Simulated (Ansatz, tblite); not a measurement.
Removing and adding an electron: Na10Br10 (started as a model of: 2x2x5 NaBr rock-salt block). The state is a singlet with charge 0. Geometry: r2SCAN-D4/def2-SVP. Ansatz, gas phase; energy differences of separate SCF runs; the oxidised species was run as a doublet alone; the reduced species was run as a doublet alone.

| atom | x (Å) | y (Å) | z (Å) |
| --- | --- | --- | --- |
| Na1 | 3.075 | -1.831 | 4.579 |
| Br2 | 0.736 | -0.936 | 3.357 |
| Na3 | -1.139 | -0.019 | 1.476 |
| Br4 | -3.445 | 0.892 | 0.152 |
| Na5 | -5.230 | 1.798 | -1.787 |
| Br6 | 3.710 | -3.885 | 2.816 |
| Na7 | 1.646 | -2.732 | 1.237 |
| Br8 | -0.560 | -2.085 | -0.458 |
| Na9 | -2.613 | -0.870 | -2.028 |
| Br10 | -4.798 | -0.167 | -3.705 |
| Br11 | 4.798 | 0.169 | 3.706 |
| Na12 | 2.613 | 0.870 | 2.028 |
| Br13 | 0.560 | 2.084 | 0.458 |
| Na14 | -1.646 | 2.732 | -1.237 |
| Br15 | -3.709 | 3.886 | -2.815 |
| Na16 | 5.230 | -1.797 | 1.787 |
| Br17 | 3.445 | -0.893 | -0.152 |
| Na18 | 1.140 | 0.018 | -1.477 |
| Br19 | -0.736 | 0.935 | -3.357 |
| Na20 | -3.075 | 1.832 | -4.579 |

The xTB rows come from tblite. Single mean-field runs in def2-SVP are fitted with def2-universal-jkfit. HOMO above LUMO, or a gap near zero within one spin, warns that the state may not be the lowest or that an electron is smeared out.

```csv
level,−HOMO (eV),vertical IE (eV),−LUMO (eV),vertical EA (eV),HOMO–LUMO gap (eV),IE − EA (eV),remarks
GFN1-xTB,8.92,10.43,5.35,4.00,3.57,6.42,–
GFN2-xTB,10.57,12.09,7.23,5.64,3.34,6.45,–
PBE-D4/def2-SVP,6.25,–,1.59,0.59,4.65,–,"HOMO above zero (-1 doublet), gap within one spin near zero (-1 doublet)"
PBE0-D4/def2-SVP,7.50,8.62,0.98,0.29,6.52,8.33,HOMO above zero (-1 doublet)
```

Run but left out: PBE-D4/def2-SVP (charge +1 doublet: an occupied level 0.03 eV above an empty one).   A HOMO above zero means that the electron is unbound at that level or that self-interaction error raises the level; the energy of removing that electron tells which. Raw xTB energy differences between charge states are shifted by several eV; the methods need an empirical correction for them. Sets without diffuse functions give affinities that are too small.
